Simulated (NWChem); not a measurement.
System: C$_{4}$H$_{7}$F; SMILES C/C=C(\C)F

NWChem printed, in part:

```
             Northwest Computational Chemistry Package (NWChem) 7.3.0
             --------------------------------------------------------

 CS  symmetry detected

                             Geometry "geometry" -> ""
                             -------------------------

 Output coordinates in angstroms (scale by  1.889725989 to convert to a.u.)

  No.       Tag          Charge          X              Y              Z
 ---- ---------------- ---------- -------------- -------------- --------------
    1 C                    6.0000     0.02322728     2.05940237     0.00000000
    2 C                    6.0000     0.67682756     0.71834349     0.00000000
    3 C                    6.0000     0.07142236    -0.47084306     0.00000000
    4 C                    6.0000    -1.37448528    -0.81085901     0.00000000
    5 F                    9.0000     0.83582139    -1.57856621     0.00000000
    6 H                    1.0000     0.32404290     2.64719254     0.88339400
    7 H                    1.0000    -1.07407328     1.99940773     0.00000000
    8 H                    1.0000     0.32404290     2.64719254    -0.88339400
    9 H                    1.0000     1.77173574     0.68871406     0.00000000
   10 H                    1.0000    -1.62106233    -1.41775654     0.88608800
   11 H                    1.0000    -1.62106233    -1.41775654    -0.88608800
   12 H                    1.0000    -2.00796765     0.08383940     0.00000000

 Effective nuclear repulsion energy (a.u.)     173.4163062744

      Symmetry information
      --------------------

 Group name             Cs
 Group number              2
 Group order               2
 No. of unique centers    10

                                 NWChem DFT Module
                                 -----------------

 Summary of "ao basis" -> "ao basis" (spherical)
 ------------------------------------------------------------------------------
       Tag                 Description            Shells   Functions and Types
 ---------------- ------------------------------  ------  ---------------------
 C                           6-31g*                  6       14   3s2p1d
 F                           6-31g*                  6       14   3s2p1d
 H                           6-31g*                  2        2   2s

      Symmetry analysis of basis
      --------------------------

        a'         60
        a"         24

            General Information
            -------------------
          SCF calculation type: DFT
          Wavefunction type:  closed shell.
          No. of atoms     :    12
          No. of electrons :    40
           Alpha electrons :    20
            Beta electrons :    20
          Charge           :     0
          Spin multiplicity:     1
          Use of symmetry is: on ; symmetry adaption is: on
          Maximum number of iterations: 150
          AO basis - number of functions:    84
                     number of shells:    44
          Convergence on energy requested:  1.00D-06
          Convergence on density requested:  1.00D-05
          Convergence on gradient requested:  5.00D-04

              XC Information
              --------------
                         PBE0 Method XC Functional
                     Hartree-Fock (Exact) Exchange  0.250
          PerdewBurkeErnzerhof Exchange Functional  0.750
            Perdew 1991 LDA Correlation Functional  1.000 local
           PerdewBurkeErnz. Correlation Functional  1.000 non-local

             Grid Information
             ----------------
          Grid used for XC integration:  xfine
          Radial quadrature: Mura-Knowles
          Angular quadrature: Lebedev.
          Tag              B.-S. Rad. Rad. Pts. Rad. Cut. Ang. Pts.
          ---              ---------- --------- --------- ---------
          C                   0.70      100          11.0      1454
          F                   0.50      100          11.0      1454
          H                   0.35      100          12.0      1202
          Grid pruning is: on
          Number of quadrature shells:  1000
          Spatial weights used:  Erf1

      Superposition of Atomic Density Guess
      -------------------------------------

 Sum of atomic energies:        -253.50097639

      Non-variational initial energy
      ------------------------------

 Total energy =    -256.346456
 1-e energy   =    -688.690447
 2-e energy   =     258.927685
 HOMO         =      -0.242703
 LUMO         =       0.076412

      Symmetry analysis of molecular orbitals - initial
      -------------------------------------------------

  Numbering of irreducible representations:

     1 a'          2 a"

  Orbital symmetries:

     1 a'          2 a'          3 a'          4 a'          5 a'
     6 a'          7 a'          8 a'          9 a'         10 a'
    11 a'         12 a"         13 a'         14 a"         15 a'
    16 a"         17 a'         18 a'         19 a'         20 a"
    21 a"         22 a'         23 a'         24 a'         25 a'
    26 a"         27 a'         28 a"         29 a'         30 a'

   convergence    iter        energy       DeltaE   RMS-Dens  Diis-err
 ---------------- ----- ----------------- --------- --------- ---------
 d= 0,ls=0.0,diis     1   -256.1037336158 -4.30D+02  9.85D-03  5.42D-01
 d= 0,ls=0.0,diis     2   -256.1071187238 -3.39D-03  5.61D-03  6.08D-01
 d= 0,ls=0.0,diis     3   -256.1623667825 -5.52D-02  1.69D-03  3.75D-02
 d= 0,ls=0.0,diis     4   -256.1660458557 -3.68D-03  6.03D-04  4.10D-03
 d= 0,ls=0.0,diis     5   -256.1665456432 -5.00D-04  1.27D-04  2.87D-04
  Resetting Diis
 d= 0,ls=0.0,diis     6   -256.1665724255 -2.68D-05  3.19D-05  1.01D-05
 d= 0,ls=0.0,diis     7   -256.1665735591 -1.13D-06  1.21D-05  5.64D-07
 d= 0,ls=0.0,diis     8   -256.1665735590  3.47D-11  5.70D-06  5.98D-07

         Total DFT energy =     -256.166573559048
      One electron energy =     -692.669425366581
           Coulomb energy =      297.588589912066
    Exchange-Corr. energy =      -34.502044378957
 Nuclear repulsion energy =      173.416306274425

 Numeric. integr. density =       39.999999977996

                  Occupations of the irreducible representations
                  ----------------------------------------------

                     irrep           alpha         beta
                     --------     --------     --------
                     a'               16.0         16.0
                     a"                4.0          4.0

                       DFT Final Molecular Orbital Analysis
                       ------------------------------------

 Vector   18  Occ=2.000000D+00  E=-3.810820D-01  Symmetry=a'
              MO Center=  4.5D-01,  4.5D-01,  1.5D-13, r^2= 3.4D+00
   Bfn.  Coefficient  Atom+Function         Bfn.  Coefficient  Atom+Function
  ----- ------------  ---------------      ----- ------------  ---------------
    59      0.270023   5 F  px               60      0.262616   5 F  py
     3      0.255591   1 C  px               17     -0.249680   2 C  px
    18      0.211035   2 C  py               63      0.188952   5 F  px
    64      0.184119   5 F  py                4     -0.178005   1 C  py
    77     -0.178017   9 H  s                73     -0.158543   7 H  s

 Vector   19  Occ=2.000000D+00  E=-3.552550D-01  Symmetry=a'
              MO Center=  1.4D-01, -8.7D-02,  5.0D-15, r^2= 3.5D+00
   Bfn.  Coefficient  Atom+Function         Bfn.  Coefficient  Atom+Function
  ----- ------------  ---------------      ----- ------------  ---------------
    59      0.329961   5 F  px               45      0.270139   4 C  px
    63      0.235074   5 F  px               31     -0.233085   3 C  px
    17      0.212169   2 C  px                3     -0.174893   1 C  px
    78      0.168319   9 H  s                32     -0.167291   3 C  py
    49      0.167543   4 C  px               60      0.161457   5 F  py

 Vector   20  Occ=2.000000D+00  E=-2.392136D-01  Symmetry=a"
              MO Center=  3.4D-01,  1.6D-01,  7.7D-17, r^2= 2.5D+00
   Bfn.  Coefficient  Atom+Function         Bfn.  Coefficient  Atom+Function
  ----- ------------  ---------------      ----- ------------  ---------------
    19      0.390894   2 C  pz               33      0.360513   3 C  pz
    23      0.317332   2 C  pz               61     -0.245551   5 F  pz
    37      0.210446   3 C  pz               65     -0.199190   5 F  pz
    72     -0.127919   6 H  s                76      0.127919   8 H  s
    80     -0.128494  10 H  s                82      0.128494  11 H  s

 Vector   21  Occ=0.000000D+00  E= 4.426173D-02  Symmetry=a"
              MO Center=  1.7D-01,  6.9D-02,  1.3D-15, r^2= 2.9D+00
   Bfn.  Coefficient  Atom+Function         Bfn.  Coefficient  Atom+Function
  ----- ------------  ---------------      ----- ------------  ---------------
    23      0.566871   2 C  pz               37     -0.528300   3 C  pz
    33     -0.469165   3 C  pz               19      0.395556   2 C  pz
    80      0.366019  10 H  s                82     -0.366019  11 H  s
    72     -0.231078   6 H  s                76      0.231078   8 H  s
    51     -0.186964   4 C  pz               65      0.165053   5 F  pz

 Vector   22  Occ=0.000000D+00  E= 1.089500D-01  Symmetry=a'
              MO Center= -1.3D+00,  8.0D-01, -2.9D-14, r^2= 5.1D+00
   Bfn.  Coefficient  Atom+Function         Bfn.  Coefficient  Atom+Function
  ----- ------------  ---------------      ----- ------------  ---------------
    48      1.478646   4 C  s                 6      1.455520   1 C  s
    84     -1.007530  12 H  s                74     -0.993975   7 H  s
    80     -0.592861  10 H  s                82     -0.592861  11 H  s
    72     -0.511691   6 H  s                76     -0.511691   8 H  s
    49     -0.428115   4 C  px                7     -0.410840   1 C  px

 Vector   23  Occ=0.000000D+00  E= 1.255264D-01  Symmetry=a'
              MO Center=  3.4D-01,  7.1D-01, -3.5D-16, r^2= 5.4D+00
   Bfn.  Coefficient  Atom+Function         Bfn.  Coefficient  Atom+Function
  ----- ------------  ---------------      ----- ------------  ---------------
    78      1.104380   9 H  s                 6     -0.927978   1 C  s
    84     -0.667160  12 H  s                72      0.661006   6 H  s
    76      0.661006   8 H  s                21     -0.565267   2 C  px
    20     -0.545267   2 C  s                 7     -0.419630   1 C  px
    50      0.420620   4 C  py               74     -0.336477   7 H  s

     Multipole analysis of the density
     ---------------------------------

     L   x y z        total         alpha         beta         nuclear
     -   - - -        -----         -----         ----         -------
     0   0 0 0     -0.000000    -20.000000    -20.000000     40.000000

     1   1 0 0     -0.442270     -0.221135     -0.221135      0.000000
     1   0 1 0      0.391938      0.195969      0.195969      0.000000
     1   0 0 1     -0.000000     -0.000000     -0.000000      0.000000

     2   2 0 0    -21.569675    -71.841754    -71.841754    122.113834
     2   1 1 0      1.466737     -4.679299     -4.679299     10.825335
     2   1 0 1     -0.000000     -0.000000     -0.000000      0.000000
     2   0 2 0    -22.531789   -151.892977   -151.892977    281.254165
     2   0 1 1     -0.000000     -0.000000     -0.000000      0.000000
     2   0 0 2    -22.943921    -17.062594    -17.062594     11.181266

            General Information
            -------------------
          SCF calculation type: DFT
          Wavefunction type:  closed shell.
          No. of atoms     :    12
          No. of electrons :    40
           Alpha electrons :    20
            Beta electrons :    20
          Charge           :     0
          Spin multiplicity:     1
          Use of symmetry is: on ; symmetry adaption is: on
          Maximum number of iterations: 150
          AO basis - number of functions:    84
                     number of shells:    44
          Convergence on energy requested:  1.00D-06
          Convergence on density requested:  1.00D-05
          Convergence on gradient requested:  5.00D-04

              XC Information
              --------------
                         PBE0 Method XC Functional
                     Hartree-Fock (Exact) Exchange  0.250
          PerdewBurkeErnzerhof Exchange Functional  0.750
            Perdew 1991 LDA Correlation Functional  1.000 local
           PerdewBurkeErnz. Correlation Functional  1.000 non-local

             Grid Information
             ----------------
          Grid used for XC integration:  xfine
          Radial quadrature: Mura-Knowles
          Angular quadrature: Lebedev.
          Tag              B.-S. Rad. Rad. Pts. Rad. Cut. Ang. Pts.
          ---              ---------- --------- --------- ---------
          C                   0.70      100          11.0      1454
          F                   0.50      100          11.0      1454
          H                   0.35      100          12.0      1202
          Grid pruning is: on
          Number of quadrature shells:  1000
          Spatial weights used:  Erf1

          Convergence Information
          -----------------------
          Convergence aids based upon iterative change in
          total energy or number of iterations.
          Levelshifting, if invoked, occurs when the
          HOMO/LUMO gap drops below (HL_TOL):  1.00D-02
          DIIS, if invoked, will attempt to extrapolate
          using up to (NFOCK): 10 stored Fock matrices.

                    Damping( 0%)  Levelshifting(0.5)       DIIS
                  --------------- ------------------- ---------------
          dE  on:    start            ASAP                start
          dE off:    2 iters        150 iters           150 iters

                            NWChem DFT Gradient Module
                            --------------------------

  charge          =   0.00
  wavefunction    = closed shell

  Using symmetry

                         DFT ENERGY GRADIENTS

    atom               coordinates                        gradient
                 x          y          z           x          y          z
   1 C       0.043893   3.891706   0.000000    0.001517  -0.004128   0.000000
   2 C       1.279019   1.357472   0.000000   -0.003927   0.004950   0.000000
   3 C       0.134969  -0.889764   0.000000    0.001407  -0.008751   0.000000
   4 C      -2.597401  -1.532301   0.000000    0.003538   0.001845   0.000000
   5 F       1.579473  -2.983058   0.000000   -0.002907   0.004495   0.000000
   6 H       0.612352   5.002469   1.669373    0.001010   0.001906   0.002491
   7 H      -2.029704   3.778333   0.000000   -0.003444  -0.000158   0.000000
   8 H       0.612352   5.002469  -1.669373    0.001010   0.001906  -0.002491
   9 H       3.348095   1.301481   0.000000    0.004508  -0.001030   0.000000
  10 H      -3.063364  -2.679171   1.674464   -0.000428  -0.001966   0.002712
  11 H      -3.063364  -2.679171  -1.674464   -0.000428  -0.001966  -0.002712
  12 H      -3.794509   0.158433   0.000000   -0.001858   0.002898   0.000000
```

Level: PBE0/6-31G* (spherical d). The geometry was optimised at PBE0/def2-SVP.

Question: Reconstruct the input file.

Answer: Several could match; the one computed here: the input that was run:
```
start job
memory heap 200 mb stack 900 mb global 1100 mb
geometry units angstroms noautoz
  C      0.030235     2.056738     0.000000
  C      0.680577     0.714096     0.000000
  C      0.072286    -0.473617     0.000000
  C     -1.374443    -0.810121     0.000000
  F      0.833993    -1.583193     0.000000
  H      0.332477     2.643796     0.883394
  H     -1.067208     1.999408     0.000000
  H      0.332477     2.643796    -0.883394
  H      1.775410     0.681808     0.000000
  H     -1.622493    -1.416418     0.886088
  H     -1.622493    -1.416418    -0.886088
  H     -2.005751     0.086113     0.000000
end
basis spherical
  * library 6-31g*
end
dft
  xc pbe0
  iterations 150
  grid xfine
end
task dft gradient
```
